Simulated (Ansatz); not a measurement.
System: C$_{5}$H$_{13}$O (charge +1, singlet). It need not be the lowest isomer of its formula. 
Coordinates optimised at B3LYP-D3(BJ)/def2-TZVP (Ansatz, a quantum-chemistry and plane-wave program):
```
C
H 1 1.0925
H 1 1.0952 2 108.44
C 1 1.4956 2 109.95 3 -119.93
H 4 1.0847 1 115.07 2 -51.27
H 4 1.0875 5 112.15 1 133.48
C 1 1.5495 2 109.36 3 117.85
H 7 1.0952 1 107.65 2 -179.94
C 7 1.5285 8 108.14 1 -117.44
H 9 1.0897 7 110.16 8 -60.60
H 9 1.0911 10 107.85 7 -122.21
H 9 1.0922 10 107.77 11 -116.66
C 7 1.5295 8 108.74 9 -120.96
H 13 1.0896 7 110.03 8 65.11
H 13 1.0922 14 106.81 7 122.98
H 13 1.0928 14 107.51 15 116.02
O 4 1.5712 5 101.13 6 111.24
H 17 0.9753 4 114.78 5 -65.90
H 17 0.9755 18 110.24 4 128.41
```
Charge +1, spin multiplicity 1.

Total electronic energies in hartree. Cores are frozen in the correlated levels unless marked. No spin-orbit coupling. Non-relativistic. CBS(X,Y): correlation extrapolated as X^-3; Hartree-Fock from the larger set. [CCSD(T)-MP2]/basis is that difference in the basis named.

```json
[
 {"level": "HF/STO-3G", "program": "Ansatz", "energy (Eh)": "-268.26068"},
 {"level": "HF/cc-pVQZ", "program": "Ansatz", "energy (Eh)": "-271.62317"},
 {"level": "BLYP/def2-TZVPD", "program": "Ansatz", "energy (Eh)": "-273.25417"},
 {"level": "revPBE-D3(BJ)/def2-TZVPD", "program": "Ansatz + dftd3", "energy (Eh)": "?"},
 {"level": "PBE0/def2-TZVP", "program": "Ansatz", "energy (Eh)": "?"},
 {"level": "BHLYP-D3(BJ)/def2-TZVPD", "program": "Ansatz + dftd3", "energy (Eh)": "-273.24682"},
 {"level": "BHLYP/def2-TZVPD", "program": "Ansatz", "energy (Eh)": "-273.22892"},
 {"level": "B2GP-PLYP-D4/def2-TZVPD", "program": "Ansatz + dftd4", "energy (Eh)": "-273.09516"},
 {"level": "RPA@PBE/cc-pVTZ", "program": "Ansatz", "energy (Eh)": "?"},
 {"level": "MP2/STO-3G", "program": "Ansatz", "energy (Eh)": "-268.56448"},
 {"level": "SCS-MP2/cc-pVDZ", "program": "Ansatz", "energy (Eh)": "-272.43080"},
 {"level": "CCSD/cc-pwCVTZ", "program": "Ansatz", "energy (Eh)": "-272.80008"},
 {"level": "CCSD(T)/STO-3G", "program": "Ansatz", "energy (Eh)": "-268.66233"},
 {"level": "CCSD(T)/cc-pwCVTZ", "program": "Ansatz", "energy (Eh)": "-272.84589"},
 {"level": "RI-MP2/CBS(cc-pVTZ,cc-pVQZ)+[CCSD(T)-MP2]/cc-pVTZ", "program": "Ansatz", "energy (Eh)": "-272.9732"}
]
```

### Question
Fill in the missing entries.

### Answer

- revPBE-D3(BJ)/def2-TZVPD, energy (Eh): -273.34296
- PBE0/def2-TZVP, energy (Eh): -273.06762
- RPA@PBE/cc-pVTZ, energy (Eh): -273.41124
